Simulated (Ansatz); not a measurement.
Breaking the Al1–H2 bond in AlClFH (SMILES [F][AlH][Cl]) (multiplicity 1 held, fragments rigid). Energies count from the point at 1.555 Å.
Geometry at that point (charge 0, multiplicity 1):
```xyz
4

Al    -0.561     0.177    -0.471
H     -1.756    -0.370    -1.303
F     -0.216     1.786    -0.496
Cl     0.647    -1.059     0.699
```

U- levels take the lowest unrestricted solution at each point, which mixes spins at long bonds. Active spaces are followed from a long bond inwards. Levels need not reach the same state.

Cores are frozen in the correlated methods.

Codes used: Ansatz (Gaussian orbitals). Values without a source in brackets are computed.

Q: What energy at R = 4.977 Å does FIC-NEVPT4(SD) on CASSCF(2,2)/cc-pV(T+d)Z give?

A: 87.3 kcal/mol

Q: Estimate the energy at R = 4.977 Å that U-HF/cc-pV(T+d)Z returns for this input.

A: 68.3 kcal/mol

Q: Estimate the energy at R = 4.977 Å that U-CCSD/cc-pV(T+d)Z returns for this input.

A: 88.0 kcal/mol

Doubts at one or more of the structures used: a spin-contaminated determinant (U-HF/cc-pV(T+d)Z, U-CCSD/cc-pV(T+d)Z).

Ansatz is a first-principles code.
